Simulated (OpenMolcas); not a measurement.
## Ce2+: moving or changing the point charges

Ce2+ among 12 point charges of -1 e arranged as a cuboctahedron (Oh), 2.57 Å from the ion. The active orbitals were held to one l.

- Program: OpenMolcas 26.06
- Method: CASSCF
- Basis: ANO-RCC-VTZP [8s7p5d3f2g1h]
- Scalar Hamiltonian: DKH2, point nucleus
- Active space: 2 electrons in 7 orbitals (4f)
- State averaging: 2S+1 = 3 even, 21 roots; 2S+1 = 1 even, 27 roots kept (CI in the orbitals of an earlier block)
- Spin-orbit coupling: RASSI with atomic mean-field integrals over the reference wave functions

Runs around this geometry, states (labels of O, the rotations of Oh). Energies in cm-1 above the lowest state or level, χT in cm3 K/mol; under a threefold ground state the first gap can be a small split of the lowest multiplet, not the spin-orbit step.

```csv
R (Å),Ground state,First state of that spin,First gap with spin-orbit (degeneracies),Width of lowest J,χT at 300 K
2.57,3T1,3T2 58.3,"4.0 (2, 3)",495,1.559
2.83,3T1,3T2 41.6,"6.3 (3, 2)",287,1.616
3.07,3T1,3T2 32.6,"10.0 (3, 2)",184,1.638
```

Taking the width of the lowest J multiplet as R^-n, n = -ln(184 / 495) / ln(3.07 / 2.57) = 5.6 between the shortest and longest distance.

Point charges carry no covalency, so the field is a model and not that of real ligands. No measured value stands beside these numbers.
